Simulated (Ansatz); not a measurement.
Ansatz results at the PBE0-D4/def2-TZVP geometry: LUMO energy (PBE/def2-TZVPP) -1.02 eV; HOMO–LUMO gap (PBE0/def2-TZVPP) 6.10 eV; HOMO–LUMO gap (PBE/def2-TZVPP) 4.00 eV.

**Question.** Which molecule gave them?
A. `[BH2][GeH]([Se]C)[C](=C)[GaH2]`
B. `BNC(=N)F`
C. `C=C(C)C=S`
D. `CC1C=CS1`

**Answer.** D. The others give `[BH2][GeH]([Se]C)[C](=C)[GaH2]`: -3.75, 4.03, 2.07; `C=C(C)C=S`: -3.44, 3.85, 1.77; `BNC(=N)F`: -2.08, 7.21, 4.97.
